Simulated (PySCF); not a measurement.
NICS in isomers of C9H8N2.

Probes without a nucleus sit at each ring's centroid and 1 Å off its mean plane on both sides; NICS is minus the shielding there, NICSzz its component along the normal. Level: GIAO PBE0/pcSseg-1 (PySCF, non-relativistic, gas phase) on the GFN2-xTB geometries, one conformer each. Atom numbers follow the mapped SMILES.

Question: Order these rings by mean NICS(1)zz, lowest (most negative) first (ppm).
A. ring C3–C4–C5–N6–C11 in `[CH2:1]=[N:2][c:3]1[cH:4][cH:5][n:6]([C:7]2=[CH:8][C:9]2=[CH2:10])[cH:11]1`
B. ring C4–C5–C6–C7–C8–C11 in `[CH3:1]/[N:2]=[CH:3]/[c:4]1[cH:5][cH:6][cH:7][c:8]([C:9]#[N:10])[cH:11]1`
C. ring C3–C4–C5–C6–C8–C9 in `[CH2:1]=[N:2][c:3]1[cH:4][cH:5][c:6]([CH3:7])[cH:8][c:9]1[C:10]#[N:11]`

Answer: B (-26.3), C (-24.5), A (-22.7).

```tsv
SMILES	ring	NICS(0)	NICS(1)	NICS(1)zz	HOMA	rms pucker (Å)	ring atoms with four or more neighbours
C/N=C/c1cccc(C#N)c1	6-membered carbocycle; formal bonds all aromatic	-8.2	-10.9	-26.3	0.99	0.00	0
C=Nc1ccc(C)cc1C#N	6-membered carbocycle; formal bonds all aromatic	-8.4	-10.3	-24.5	0.97	0.01	0
C=Nc1ccn(C2=CC2=C)c1	5-membered ring with N; formal bonds all aromatic	-11.0	-9.0	-22.7	0.79	0.01	0
```

NICS(0) gives another order. The isotropic NICS(1) gives the same order. HOMA uses Krygowski's 1993 parameters. NICS(1) and NICS(1)zz are means over the two faces.
